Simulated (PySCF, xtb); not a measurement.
C4H8Si, SMILES [SiH3]C(=C=C)C.

GFN2-xTB (xtb 6.7.1) at its own geometry gives an orbital gap of 4.47 eV and a dipole moment of 0.26 D.

Geometry: B3LYP-D3(BJ)/def2-SVP. This is a generated structure with no PubChem entry under its InChIKey; it may be hypothetical.

Problem. What does ωB97X/def2-TZVP run with PySCF give? (An estimate is asked for; the answer gives what the named calculation found.)

Solution. gap 11.85 eV (levels -9.71 and 2.15 eV), dipole 0.64 D.
